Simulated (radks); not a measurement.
Ionisation of neutral thallium, [Hg] 6p1, to [Hg] as the strength of local exchange is varied. Calculated with a radial shooting solver on a logarithmic mesh with Libxc functionals: Dirac Kohn-Sham, Slater X-alpha exchange (alpha = 2/3 is LDA exchange), no correlation, spin-unpolarised, spherical densities, point nucleus; open shells fill j = l - 1/2 first.

alpha,E(Tl) (hartree),exchange (hartree),IE (eV),-e of the level emptied (eV),<r> of it (bohr)
0.667,-20269.5362,-362.4135,5.228,2.174 (6p1/2),3.567
0.669,-20270.6229,-363.5207,5.241,2.184 (6p1/2),3.563
0.797,-20340.3010,-434.6362,6.102,2.899 (6p1/2),3.337
0.936,-20416.2511,-512.4289,7.104,3.763 (6p1/2),3.141
1.001,-20451.8688,-549.0086,7.596,4.196 (6p1/2),3.061

NIST Atomic Spectra Database: 6.108 eV (measured). The Delta-SCF value meets it near alpha = 0.80. Spin polarisation and multiplet splitting are left out, so open shells lie too high by an amount that depends on their filling.

Beside tabulated values, note that spin-unpolarised runs miss the spin-polarisation part of the exchange energy of open shells.
